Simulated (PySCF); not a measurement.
Numbering as in the mapped SMILES `[CH3:1][O:2][C@H:3]1[CH:4]=[C:5]1[SiH3:6]`. Each H is labelled by its parent atom.

Geometry: PBE0-D3(BJ)/def2-SVP; GIAO shifts from PySCF 2.14.0 with density-fitted response routines, gas phase, non-relativistic, averaged over equivalent atoms.

At BP86/pcSseg-1 (149 basis functions, 22 s wall time on 1 thread of an Arm Neoverse V1, shared host):
```tsv
atoms	δ (ppm)
C4	144.1
C5	131.2
C3	60.2
C1	58.9
O2	70.9
Si6	-87.1
H(C4)	8.35
H(Si6)	4.60
H(C3)	3.64
H(C1)	3.35
```

Scale: ¹³C (σref 179.74) and ²⁹Si (σref 333.91) and ¹H (σref 31.27) vs TMS; ¹⁷O (σref 332.56) vs H2O (reference shieldings calculated alike).

Q: What do these become at wB97X-D/pcSseg-1?

A: 
```tsv
atoms	δ at wB97X-D/pcSseg-1	change
C4	148.5	+4.4
C5	133.6	+2.4
C3	54.8	-5.4
C1	57.0	-1.9
O2	53.2	-17.7
Si6	-82.0	+5.1
H(C4)	8.52	+0.17
H(Si6)	4.44	-0.16
H(C3)	3.48	-0.16
H(C1)	3.24	-0.11
```

Shifts are taken against calculated references (same method and geometry level): ¹³C (σref 184.54), ²⁹Si (σref 352.93), ¹H (σref 31.38) against TMS; ¹⁷O (σref 333.19) against H2O.

The largest change is at O2 (ether oxygen). Cost: 149 basis functions, 18 s wall time on 1 thread of an Arm Neoverse V1, shared host. The order of the carbon signals changes between the two levels.

Experimental scales use liquid or dissolved standards, which lie at an offset from isolated H2O (liquid H2O: subtract about 36 ppm).
